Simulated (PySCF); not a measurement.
HgI, SMILES [I][Hg+], charge +1.

The structure is a stationary point at PBE-D3(BJ)/def2-TZVP. The spin state was assumed, not searched. The def2 effective core potentials stand for the cores of Hg, I; spin–orbit coupling is left out.

All values below come from PBE-D3(BJ)/def2-TZVP in PySCF.

Frequencies are harmonic and unscaled.

Question: Estimate the vibrational spectrum. (The exact figures need the calculation; the answer reports its results.)

Answer: 
```
mode  ν (cm⁻¹)  IR (km/mol)  moving atoms (share of kinetic energy)
----  --------  -----------  --------------------------------------
1          181          0.0                         I 61 %, Hg 39 %
```
